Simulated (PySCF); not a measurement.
The complex [FeCl4]2- (charge -2) contains Fe(II), shell d6. The structure is a PBE0-D3(BJ)/def2-TZVP, IEF-PCM water geometry optimised for multiplicity 5; coordination tetrahedral, point group D2d, metal–donor distances 2.33 Å.

Method (PySCF 2.14, density fitting): CASSCF(6,5) with orbitals averaged over all microstates of the shell, strongly contracted NEVPT2 on the averaged canonical orbitals; basis x2c-TZVPall on the metal, x2c-SVPall elsewhere; spin-free X2C; IEF-PCM water; spin-orbit coupling by state interaction with the mean-field operator over all roots.

CASSCF energies above the lowest CASSCF root:

```json
{"state": "5A1 (from 5E)", "CASSCF / cm⁻¹": "0"}
{"state": "5B1 (from 5E)", "CASSCF / cm⁻¹": "200"}
{"state": "5E (from 5T2)", "CASSCF / cm⁻¹": "2317"}
{"state": "5B2 (from 5T2)", "CASSCF / cm⁻¹": "2786"}
{"state": "3A2 (from 3T1)", "CASSCF / cm⁻¹": "19951"}
{"state": "3E (from 3T1)", "CASSCF / cm⁻¹": "20210"}
{"state": "3A1 (from 3E)", "CASSCF / cm⁻¹": "21353"}
{"state": "3B1 (from 3E)", "CASSCF / cm⁻¹": "21373"}
{"state": "3E", "CASSCF / cm⁻¹": "22220"}
{"state": "3B2 (from 3T2)", "CASSCF / cm⁻¹": "22493"}
{"state": "3A2 (from 3T1)", "CASSCF / cm⁻¹": "22604"}
{"state": "3E", "CASSCF / cm⁻¹": "22746"}
{"state": "3E (from 3T1)", "CASSCF / cm⁻¹": "24510"}
{"state": "3B1 (from 3A2)", "CASSCF / cm⁻¹": "24710"}
{"state": "3A2 (from 3T1)", "CASSCF / cm⁻¹": "24753"}
{"state": "3E (from 3T2)", "CASSCF / cm⁻¹": "25540"}
{"state": "3B2 (from 3T2)", "CASSCF / cm⁻¹": "25824"}
{"state": "3A1", "CASSCF / cm⁻¹": "26630"}
{"state": "3B1 (from 3E)", "CASSCF / cm⁻¹": "27515"}
{"state": "3A2 (from 3T1)", "CASSCF / cm⁻¹": "27600"}
{"state": "3E (from 3T1)", "CASSCF / cm⁻¹": "27670"}
{"state": "3A1 (from 3E)", "CASSCF / cm⁻¹": "27756"}
```

Q: How does dynamic correlation (SC-NEVPT2) move these states?

A: 
| state | NEVPT2 / cm⁻¹ | shift / cm⁻¹ |
| --- | --- | --- |
| 5A1 (from 5E) | 0 | 0 |
| 5B1 (from 5E) | 220 | +20 |
| 5E (from 5T2) | 3071 | +754 |
| 5B2 (from 5T2) | 3660 | +874 |
| 3A2 (from 3T1) | 17964 | -1987 |
| 3E (from 3T1) | 18421 | -1789 |
| 3A1 (from 3E) | 20351 | -1002 |
| 3B1 (from 3E) | 20386 | -987 |
| 3E | 20703 | -1516 |
| 3B2 (from 3T2) | 21396 | -1097 |
| 3A2 (from 3T1) | 20696 | -1908 |
| 3E | 21341 | -1404 |
| 3E (from 3T1) | 22917 | -1593 |
| 3B1 (from 3A2) | 22175 | -2535 |
| 3A2 (from 3T1) | 23418 | -1334 |
| 3E (from 3T2) | 23749 | -1790 |
| 3B2 (from 3T2) | 24212 | -1611 |
| 3A1 | 24416 | -2214 |
| 3B1 (from 3E) | 25694 | -1821 |
| 3A2 (from 3T1) | 26184 | -1416 |
| 3E (from 3T1) | 26106 | -1564 |
| 3A1 (from 3E) | 25983 | -1773 |

5B1 (from 5E) (220 cm⁻¹) lies within 300 cm⁻¹ of 5A1 (from 5E) at NEVPT2 level, inside the method's error: they are parts of one split term, whose order is undecided. NEVPT2 lifts 5E (from 5T2) from 2317 to 3071 cm⁻¹; on the d shell alone such lifts tend to overshoot. Gaps between spin states lean to high spin in this active space.
